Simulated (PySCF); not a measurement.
Magnetisability: `B[C@@H](C#C)[SiH2]P`, C₃H₈BPSi

Molfile (atoms numbered from 1):
```
C3H8BPSi
     RDKit          3D

 14 13  0  0  0  0  0  0  0  0999 V2000
   -1.4958   -1.0197    0.7903 B   0  0  0  0  0  0  0  0  0  0  0  0
   -1.0001   -0.2037   -0.4304 C   0  0  1  0  0  0  0  0  0  0  0  0
   -0.9324    1.2242   -0.2594 C   0  0  0  0  0  0  0  0  0  0  0  0
   -0.8556    2.4103   -0.1038 C   0  0  0  0  0  0  0  0  0  0  0  0
    0.8170   -0.8221   -0.7366 Si  0  0  0  0  0  4  0  0  0  0  0  0
    2.0644   -0.3486    1.0579 P   0  0  0  0  0  0  0  0  0  0  0  0
   -1.4051   -0.5835    1.8721 H   0  0  0  0  0  0  0  0  0  0  0  0
   -1.9300   -2.0929    0.6192 H   0  0  0  0  0  0  0  0  0  0  0  0
   -1.5335   -0.4295   -1.3568 H   0  0  0  0  0  0  0  0  0  0  0  0
   -0.8258    3.4500    0.0310 H   0  0  0  0  0  0  0  0  0  0  0  0
    0.8425   -2.2748   -0.9441 H   0  0  0  0  0  0  0  0  0  0  0  0
    1.2542   -0.1643   -1.9790 H   0  0  0  0  0  0  0  0  0  0  0  0
    1.7608    1.0018    1.0659 H   0  0  0  0  0  0  0  0  0  0  0  0
    3.2388   -0.1477    0.3515 H   0  0  0  0  0  0  0  0  0  0  0  0
  1  2  1  0
  2  3  1  0
  3  4  3  0
  2  5  1  0
  5  6  1  0
  1  7  1  0
  1  8  1  0
  2  9  1  6
  4 10  1  0
  5 11  1  0
  5 12  1  0
  6 13  1  0
  6 14  1  0
M  END
```

Method used: GIAO PBE0/6-31G* magnetisability, rotational g tensor and spin-rotation constants, non-relativistic, gas phase in PySCF. Geometry: GFN2-xTB.

Q: What are the magnetisability and the molar susceptibility?

A: Isotropic -1233 × 10⁻³⁰ J/T², or -74.3 × 10⁻⁶ cm³/mol; principal values -1386, -1186, -1127 × 10⁻³⁰ J/T², anisotropy 235 × 10⁻³⁰ J/T² (root of half the summed squared differences of the principal values). The susceptibility is in cgs units.

Q: Split it along the inertial axes a, b, c into diamagnetic and paramagnetic parts about the centre of mass, with the quadrupole moment.

A: 
```
axis  χ (10⁻⁶ cm³/mol)  diamagnetic (10⁻⁶ cm³/mol)  paramagnetic (10⁻⁶ cm³/mol)  summed x² of all electrons (Å²)  quadrupole Θ (D Å)
   a             -83.1                      -539.4                        456.3                            148.1               -0.20
   b             -71.4                      -828.5                        757.1                             80.0               +5.22
   c             -68.3                      -967.8                        899.6                             47.1               -5.02
```
Anisotropies 2χaa − χbb − χcc = -26.5 and 2χbb − χaa − χcc = +8.6 × 10⁻⁶ cm³/mol. Θ is traceless in Buckingham's convention.

Q: And the rotational g tensor?

A: 
| axis | rotational constant (GHz) | g | nuclear part | electronic part |
| --- | --- | --- | --- | --- |
| a | 2.8597 | -0.0132 | 0.5999 | -0.6130 |
| b | 1.5948 | -0.0185 | 0.5487 | -0.5672 |
| c | 1.3464 | -0.0138 | 0.5552 | -0.5690 |

Asymmetric top; isotopes 11B, 12C, 1H, 31P, 28Si; no vibrational averaging.
